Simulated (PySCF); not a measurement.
C₄H₅O₃ (SMILES C[C]1COC(=O)O1), doublet, geometry from GFN2-xTB; PBE/cc-pVDZ (PySCF).

Here is a job for PySCF.
```python
from pyscf import gto, scf, dft

mol = gto.Mole()
mol.atom = '''
    C    -2.343438    0.719451   -0.089278
    C    -1.016772    0.131084    0.168713
    C    -0.561702   -1.271335   -0.077613
    O     0.847396   -1.143369   -0.124755
    C     1.201217    0.150495    0.024826
    O     2.316758    0.557490    0.023362
    O     0.103199    0.919185    0.177826
    H    -2.388729    1.714259    0.346304
    H    -3.119451    0.093486    0.346234
    H    -2.548062    0.811784   -1.162745
    H    -0.831970   -1.970450    0.727661
    H    -0.926440   -1.693699   -1.028799
'''
mol.basis = 'cc-pvdz'
mol.charge = 0
mol.spin = 1
mol.verbose = 4
mol.build()

mf = dft.UKS(mol)
mf.xc = 'pbe'
mf.kernel()
```

The log (banner, timings and long lists left out):

```
PySCF version 2.14.0

[INPUT] verbose = 4
[INPUT] num. atoms = 12
[INPUT] num. electrons = 53
[INPUT] charge = 0
[INPUT] spin (= nelec alpha-beta = 2S) = 1
[INPUT] symmetry False subgroup None
[INPUT] Mole.unit = angstrom
[INPUT] Symbol           X                Y                Z      unit          X                Y                Z       unit  Magmom
[INPUT]  1 C     -2.343438000000   0.719451000000  -0.089278000000 AA   -4.428456009898   1.359565350044  -0.168710968949 Bohr   0.0
[INPUT]  2 C     -1.016772000000   0.131084000000   0.168713000000 AA   -1.921420611126   0.247712859312   0.318821363654 Bohr   0.0
[INPUT]  3 C     -0.561702000000  -1.271335000000  -0.077613000000 AA   -1.061462943620  -2.402474962574  -0.146667313706 Bohr   0.0
[INPUT]  4 O      0.847396000000  -1.143369000000  -0.124755000000 AA    1.601346359052  -2.160654269318  -0.235752782670 Bohr   0.0
[INPUT]  5 C      1.201217000000   0.150495000000   0.024826000000 AA    2.269971146172   0.284394333116   0.046914340768 Bohr   0.0
[INPUT]  6 O      2.316758000000   0.557490000000   0.023362000000 AA    4.378038116895   1.053503417184   0.044147781722 Bohr   0.0
[INPUT]  7 O      0.103199000000   0.919185000000   0.177826000000 AA    0.195017846329   1.737007907808   0.336042437827 Bohr   0.0
[INPUT]  8 H     -2.388729000000   1.714259000000   0.346304000000 AA   -4.514043595806   3.239480016571   0.654419715841 Bohr   0.0
[INPUT]  9 H     -3.119451000000   0.093486000000   0.346234000000 AA   -5.894908049001   0.176662936481   0.654287435013 Bohr   0.0
[INPUT] 10 H     -2.548062000000   0.811784000000  -1.162745000000 AA   -4.815139328412   1.534049432304  -2.197269602707 Bohr   0.0
[INPUT] 11 H     -0.831970000000  -1.970450000000   0.727661000000 AA   -1.572195443854  -3.723610842149   1.375080001527 Bohr   0.0
[INPUT] 12 H     -0.926440000000  -1.693699000000  -1.028799000000 AA   -1.750717870842  -3.200627247450  -1.944148347226 Bohr   0.0

nuclear repulsion = 308.105989671161
number of shells = 50
number of NR pGTOs = 217
number of NR cGTOs = 123
basis = cc-pvdz
ecp = {}

******** <class 'pyscf.dft.uks.UKS'> ********
method = UKS
initial guess = minao
damping factor = 0
level_shift factor = 0
DIIS = <class 'pyscf.scf.diis.CDIIS'>
diis_start_cycle = 1
diis_space = 8
diis_damp = 0
SCF conv_tol = 1e-09
SCF conv_tol_grad = None
SCF max_cycles = 50
direct_scf = True
direct_scf_tol = 1e-13
number electrons alpha = 27  beta = 26
XC library pyscf.dft.libxc version 7.1.2
    S. Lehtola, C. Steigemann, M. J. T. Oliveira, and M. A. L. Marques,  SoftwareX 7, 1–5 (2018)
XC functionals = pbe
    J. P. Perdew, K. Burke, and M. Ernzerhof,  Phys. Rev. Lett. 77, 3865 (1996)
    J. P. Perdew, K. Burke, and M. Ernzerhof,  Phys. Rev. Lett. 78, 1396 (1997)
    J. P. Perdew, K. Burke, and M. Ernzerhof,  Phys. Rev. Lett. 77, 3865 (1996)
    J. P. Perdew, K. Burke, and M. Ernzerhof,  Phys. Rev. Lett. 78, 1396 (1997)
radial grids:
    Treutler-Ahlrichs [JCP 102, 346 (1995); DOI:10.1063/1.469408] (M4) radial grids

becke partition: Becke, JCP 88, 2547 (1988); DOI:10.1063/1.454033
pruning grids: <function nwchem_prune>
grids dens level: 3
symmetrized grids: False
atomic radii adjust function: <function treutler_atomic_radii_adjust>
small_rho_cutoff = 0
Set gradient conv threshold to 3.16228e-05
tot grids = 147760
init E= -381.783227442061

cycle= 1 E= -380.430327651997  delta_E= 1.35  |g|= 0.772  |ddm|= 2.55
cycle= 2 E= -378.966378586163  delta_E= 1.46  |g|= 1.93  |ddm|= 1.99
cycle= 3 E= -380.521790582494  delta_E= -1.56  |g|= 0.545  |ddm|= 1.82
cycle= 4 E= -380.655990936583  delta_E= -0.134  |g|= 0.0942  |ddm|= 0.569
cycle= 5 E= -380.657507533433  delta_E= -0.00152  |g|= 0.0657  |ddm|= 0.113
cycle= 6 E= -380.659354361805  delta_E= -0.00185  |g|= 0.0192  |ddm|= 0.0619
cycle= 7 E= -380.659484385481  delta_E= -0.00013  |g|= 0.0073  |ddm|= 0.0174
cycle= 8 E= -380.659503963781  delta_E= -1.96e-05  |g|= 0.00321  |ddm|= 0.00748
cycle= 9 E= -380.659507632737  delta_E= -3.67e-06  |g|= 0.00111  |ddm|= 0.00329
cycle= 10 E= -380.659508186548  delta_E= -5.54e-07  |g|= 0.000316  |ddm|= 0.00125
cycle= 11 E= -380.65950822727  delta_E= -4.07e-08  |g|= 0.000168  |ddm|= 0.000395
cycle= 12 E= -380.659508237621  delta_E= -1.04e-08  |g|= 7.12e-05  |ddm|= 0.000177
cycle= 13 E= -380.659508240087  delta_E= -2.47e-09  |g|= 1.28e-05  |ddm|= 7.79e-05
cycle= 14 E= -380.659508240159  delta_E= -7.23e-11  |g|= 3.57e-06  |ddm|= 1.17e-05
Extra cycle  E= -380.65950824015  delta_E= 8.75e-12  |g|= 5.74e-06  |ddm|= 7.96e-06
converged SCF energy = -380.65950824015  <S^2> = 0.75277631  2S+1 = 2.0027744
```
